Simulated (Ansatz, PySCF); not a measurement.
BaCl₂, SMILES [Cl][Ba][Cl].

Geometry optimised at B3LYP-D3(BJ)/def2-TZVP. The isomer is the one that the SMILES or the coordinates give; other isomers of the formula were not compared. The def2 effective core potentials stand for the cores of Ba; spin–orbit coupling is left out.

Vertical ionisation energy (IE) and electron affinity (EA) in eV. Rows of orbital energies are one-electron estimates. Where ΔSCF, EOM or ADC give a negative EA the extra electron is unbound and the value depends on the basis.

```
level                                                                   IE    EA
--------------------------------------------------------------------  ----  ----
−ε(HOMO), −ε(LUMO), r2SCAN/def2-TZVPD (PySCF)                         6.56  1.79
−ε(HOMO), −ε(LUMO), PBE/def2-TZVPD (PySCF)                            6.29  2.46
ΔSCF, PBE0/def2-TZVPD (Ansatz), final states of multiplicity 2 and 2  9.56  0.92
ΔSCF, PBE/def2-TZVPD (Ansatz), final states of multiplicity 2 and 2   9.15  0.94
```

Problem. What vertical singlet–triplet gap does ΔSCF give with PBE0/def2-TZVPD (Ansatz, a first-principles code) and with PBE/def2-TZVPD (Ansatz)? (Estimate from the structure and the level; the computed values follow.)

Solution. 4.82 and 4.36 eV (triplet above singlet where positive).
